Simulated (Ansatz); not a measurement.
Molecule: difluoro(dihydroxy)silane, sum formula H2SiO2F2, charge 0, multiplicity 1. SMILES: O[Si](O)(F)F
Geometry from a B3LYP-D3(BJ)/def2-TZVP (Ansatz, a first-principles code) optimisation:
```
Si
F 1 1.5802
F 1 1.5881 2 105.58
O 1 1.6130 2 107.11 3 -119.73
H 4 0.9598 1 119.41 2 -160.77
O 1 1.6206 2 112.38 3 119.33
H 6 0.9603 1 119.93 2 -73.62
```
Charge 0, spin multiplicity 1.

Property: atomisation energy (electronic, to ground-state atoms); the coupled-cluster value holds the core correlation from cc-pwCVTZ, in eV. Correlated levels leave the core frozen unless marked. UHF or UKS for open shells. Spin-orbit coupling is left out. No relativistic terms. Basis-set limits of correlation are two-point, X^-3; Hartree-Fock from the larger set (for Q and 5 zeta extrapolated as (X+1)exp(-9√X)).

Level to compare with: CCSD(T)/CBS(cc-pV(Q+d)Z,cc-pV(5+d)Z) plus the core term (Ansatz), 32.25 eV. It is a level with limits of its own, and the differences hold the functionals' basis error too.

Problem. Rank these functionals by how close they come to CCSD(T)/CBS(cc-pV(Q+d)Z,cc-pV(5+d)Z), closest first: LC-wPBE/def2-TZVPD (Ansatz); PBE0/def2-TZVPD (Ansatz); CAM-B3LYP/def2-TZVPD (Ansatz).

Solution. CAM-B3LYP/def2-TZVPD (range-separated hybrid, 31.73 eV, difference -0.52), LC-wPBE/def2-TZVPD (range-separated hybrid, 31.58 eV, difference -0.67), PBE0/def2-TZVPD (global hybrid, 31.06 eV, difference -1.19)
